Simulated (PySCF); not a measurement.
C3H4F2Si, SMILES C#CC(F)(F)[SiH3].

The structure is a stationary point at PBE-D3(BJ)/def2-SVP. The structure was generated by enumeration, and PubChem lists no compound with its InChIKey, so it may never have been made.

Calculation: TDA-PBE/def2-SVPD (PySCF 2.14.0).

Vertical excitations. Gas-phase values at a fixed geometry. State labels are in the subgroup Cs.

Computed UV-visible absorptions:
```csv
state,symmetry,energy (eV),λ (nm),f,main pairs
S1,A",5.74,216,0.002,HOMO→LUMO 98 %
S2,A',6.04,205,0.046,"HOMO→LUMO+1 69 %, HOMO−1→LUMO 30 %"
S3,A",6.20,200,0.002,HOMO−1→LUMO+1 96 %
S4,A",6.61,188,0.000,HOMO−2→LUMO 97 %
S5,A',6.64,187,0.053,"HOMO−2→LUMO+1 65 %, HOMO−1→LUMO 19 %"
S6,A',6.85,181,0.002,"HOMO→LUMO+2 79 %, HOMO−2→LUMO+1 15 %"
S7,A",7.16,173,0.005,HOMO−1→LUMO+2 100 %
S8,A',7.26,171,0.012,"HOMO→LUMO+3 68 %, HOMO−3→LUMO 29 %"
S9,A',7.33,169,0.069,"HOMO−3→LUMO 60 %, HOMO→LUMO+3 22 %, HOMO−2→LUMO+2 12 %"
S10,A",7.34,169,0.001,HOMO−3→LUMO+1 92 %
T1,A',4.87,255,0,"HOMO→LUMO+1 54 %, HOMO−1→LUMO 35 %"
T2,A",5.19,239,0,"HOMO→LUMO 78 %, HOMO−1→LUMO+1 17 %"
T3,A',5.26,236,0,"HOMO−1→LUMO 61 %, HOMO→LUMO+1 36 %"
T4,A",5.84,212,0,"HOMO−1→LUMO+1 65 %, HOMO→LUMO 21 %, HOMO−2→LUMO 13 %"
```
Triplets are in the Tamm–Dancoff approximation.
